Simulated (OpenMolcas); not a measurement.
Au4+: moving or changing the point charges

Au4+ among 6 point charges of -1 e arranged as an octahedron (Oh), 1.8 Å from the ion.

```yaml
Program: OpenMolcas 26.06
Method: CASSCF
Basis: ANO-RCC-VDZP [7s6p4d2f]
Scalar_Hamiltonian: DKH2, point nucleus
Active_space: 7 electrons in 5 orbitals (5d)
State_averaging: 2S+1 = 4 even, 10 roots; 2S+1 = 2 even, 40 roots
Spin-orbit_coupling: state interaction with AMFI integrals over the reference wave functions
```

Runs around this geometry, states (labels of O, the rotations of Oh). Energies in cm-1 above the lowest state or level, χT in cm3 K/mol; under a threefold ground state the first gap can be a small split of the lowest multiplet, not the spin-orbit step; 10Dq and B are least-squares fits to the states below 45000 cm-1, weighted by degeneracy, with a free offset, and given where the rms deviation is under 5 % of |10Dq| (or 100 cm-1) and under 700 cm-1.

| R (Å) | q (e) | Ground state | First state of that spin | 10Dq | B (rms of fit) | First gap with spin-orbit (degeneracies) | χT at 300 K | First state of another spin |
| --- | --- | --- | --- | --- | --- | --- | --- | --- |
| 1.8 | -0.65 | 4T1 | 4T2 3684 | 4237 | 965 (56) | 677.5 (2, 4) | 3.817 | 2E 14413 |
| 1.62 | -1 | 4T1 | 4T2 9544 | 10512 | 960 (155) | 962.9 (2, 4) | 3.236 | 2E 8773 |
| 1.8 | -1 | 4T1 | 4T2 5789 | 6526 | 963 (101) | 897.7 (2, 4) | 3.465 | 2E 12469 |
| 1.97 | -1 | 4T1 | 4T2 3740 | 4284 | 965 (63) | 684.0 (2, 4) | 3.805 | 2E 14399 |

Taking |10Dq| as R^-n, n = -ln(4284 / 10512) / ln(1.97 / 1.62) = 4.6 between the shortest and longest distance. The point-charge formula for a cubic d site gives n = 5.

Scaling the charges by -0.65 / -1 = 0.65 scales |10Dq| by 4237 / 6526 = 0.65; with fixed orbitals a first-order splitting would follow the charge.

An orbital triplet at a regular site is open to Jahn-Teller coupling, which can distort the site and quench the lowest spin-orbit gaps and is left out. Without dynamic correlation the repulsion within the d shell is too large (B by tens of per cent), so at a given field states of lower spin stand too high. This shell can be high or low spin here, a state of another spin lies low, and with metal d orbitals alone active their balance is uncertain, so the ground spin may be wrong. Point charges give a weaker field than real ligands, and real ions of this kind are as a rule low spin; the high spin found here belongs to the model. This field is weak: 10Dq is about 4237 cm-1, while octahedral complexes of 5d ions of charge 3 and more, computed by the same method with explicit ligands, had a median near 35000 cm-1. Ground spin and moment need not be those of a real site (figures for R = 1.8, q = -0.65; the like holds for R = 1.62, q = -1, R = 1.8, q = -1, R = 1.97, q = -1). Point charges carry no covalency, so the field is a model and not that of real ligands. No measured value stands beside these numbers.
